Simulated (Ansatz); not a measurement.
Input file for Ansatz (an electronic-structure program): U-PBE0/def2-TZVPP on GaTe, 2S+1 = 4, a spin state set in the input, which need not be the lowest. Elements past Kr take the def2 small-core potentials; no spin–orbit coupling.

Ansatz 0.2 input:
```yaml
crystal:
  periodic: [false, false, false]
  atoms:
    - {symbol: Ga, position_ang: [0.00000000, 0.00000000, 0.00000000]}
    - {symbol: Te, position_ang: [0.00000000, 0.00000000, 2.47000000]}
basis:
  gaussian:
    orbitals: def2-TZVPP
hamiltonian:
  xc: {name: PBE0}
magnetization: {spin_polarized: true, initial_magnetization: 3}
relax: {f_tol: 0.002, max_steps: 120}
```

It printed:

```
WARN ansatz: RAYON_NUM_THREADS=1 ignored (pool sized by the plan → 1); use --threads N
Functional definition: PBE0
integrals: 0.04 GiB planned
856 factors; integrals over basis functions are off by at most 2.0e-4 eV
mean field: 0.60 GiB planned
mean field evaluation 1: about -59662.0280 eV, gradient 1.1e1 eV
mean field evaluation 2: about -59662.1165 eV, gradient 1.3e1 eV
mean field evaluation 4: about -59662.3678 eV, gradient 7.6e-1 eV
mean field evaluation 8: about -59662.3899 eV, gradient 1.7e-2 eV
mean field evaluation 16: about -59662.3899 eV, gradient 1.0e-4 eV
mean field evaluation 32: about -59662.6175 eV, gradient 1.8e-5 eV
mean field -59662.61753591 eV, -2192.5607536699 hartree, gradient 8.4e-6 eV, S^2 3.758241; 6 other end points of the search recorded, 0 dependent functions left out
the calculation of the forces begins
reference -59662.61755734 eV, -2192.5607544577 hartree; 29, 26 occupied and 69, 72 virtual orbitals, 856 factors
relax step   1: F+E_penalty+E_count = -59662.61753591 eV  Δ(F+E_penalty+E_count) = +0.000e0 eV  max|allowed force component| = 1.334e0 eV/Å  Δτ_max = 0.0000 Å  (176 SCF iters, accepted)
these checks for a lower state are left out or cut short: starts, cluster_reference, orbital_swaps, neighbouring_geometries, increment
integrals: 0.04 GiB planned
856 factors; integrals over basis functions are off by at most 2.0e-4 eV
mean field: 0.60 GiB planned
mean field evaluation 64: about -59662.7240 eV, gradient 4.0e-3 eV
mean field -59662.72401418 eV, -2192.5646666744 hartree, gradient 7.5e-6 eV, S^2 3.760615; 0 other end points of the search recorded, 0 dependent functions left out
the calculation of the forces begins
reference -59662.72403608 eV, -2192.5646674789 hartree; 29, 26 occupied and 69, 72 virtual orbitals, 856 factors
relax step   2: F+E_penalty+E_count = -59662.72401418 eV  Δ(F+E_penalty+E_count) = -1.065e-1 eV  max|allowed force component| = 3.346e-2 eV/Å  Δτ_max = 0.0975 Å  (57 SCF iters, accepted)
these checks for a lower state are left out or cut short: starts, cluster_reference, orbital_swaps, neighbouring_geometries, increment
integrals: 0.04 GiB planned
856 factors; integrals over basis functions are off by at most 2.0e-4 eV
mean field: 0.60 GiB planned
mean field -59662.72412641 eV, -2192.5646707988 hartree, gradient 1.9e-5 eV, S^2 3.760554; 0 other end points of the search recorded, 0 dependent functions left out
the calculation of the forces begins
reference -59662.72414829 eV, -2192.5646716029 hartree; 29, 26 occupied and 69, 72 virtual orbitals, 856 factors
relax step   3: F+E_penalty+E_count = -59662.72412641 eV  Δ(F+E_penalty+E_count) = -1.122e-4 eV  max|allowed force component| = 1.346e-2 eV/Å  Δτ_max = 0.0024 Å  (50 SCF iters, accepted)
these checks for a lower state are left out or cut short: starts, cluster_reference, orbital_swaps, neighbouring_geometries, increment
integrals: 0.04 GiB planned
856 factors; integrals over basis functions are off by at most 2.0e-4 eV
mean field: 0.60 GiB planned
mean field -59662.72414763 eV, -2192.5646715784 hartree, gradient 1.7e-5 eV, S^2 3.760515; 0 other end points of the search recorded, 0 dependent functions left out
the calculation of the forces begins
reference -59662.72416950 eV, -2192.5646723822 hartree; 29, 26 occupied and 69, 72 virtual orbitals, 856 factors
relax step   4: F+E_penalty+E_count = -59662.72414763 eV  Δ(F+E_penalty+E_count) = -2.121e-5 eV  max|allowed force component| = 2.003e-4 eV/Å  Δτ_max = 0.0015 Å  (50 SCF iters, accepted)
integrals: 0.04 GiB planned
856 factors; integrals over basis functions are off by at most 2.0e-4 eV
mean field: 0.60 GiB planned
mean field evaluation 96: about -59662.5451 eV, gradient 1.2e-2 eV
mean field -59662.72414763 eV, -2192.5646715784 hartree, gradient 1.7e-5 eV, S^2 3.760515; 4 other end points of the search recorded, 0 dependent functions left out
the calculation of the forces begins
reference -59662.72416950 eV, -2192.5646723822 hartree; 29, 26 occupied and 69, 72 virtual orbitals, 856 factors
Total energy: -59662.72416950 eV, -2192.5646723822 hartree
Atom 0 at     0.000000     0.000000    -0.093608 Å, force    -0.000000     0.000000     0.000200 eV/Å
Atom 1 at    -0.000000    -0.000000     2.563608 Å, force     0.000000    -0.000000    -0.000200 eV/Å
Dipole moment:     0.000000    -0.000000     0.058901 e Å
```

The run converged.

Cost: very roughly 50 core-seconds.
